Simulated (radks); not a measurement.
The numbers below are computed, except where a source is named.
Question: Mean orbital radii <r> (bohr) of the nickel ion Ni24+, [He] 2s2, of relativity; Dirac values are averaged over j with weights 2j + 1. Spin-unpolarised spherical Kohn-Sham, PBE, point nucleus unless stated (finite: rms radius 3.7757 fm), a radial shooting solver on a logarithmic mesh with Libxc functionals. A level marked "c x" has the speed of light scaled by that factor.

shell       non-rel.
1s           0.05449
2s            0.2264
2p (empty)    0.1925
3s (empty)    0.5219

Give the values at the level "Dirac, c x 3".

Answer: 
shell       Dirac, c x 3  change of magnitude (%)
1s               0.05441                    -0.15
2s                0.2261                    -0.16
2p (empty)        0.1923                    -0.09
3s (empty)        0.5213                    -0.12
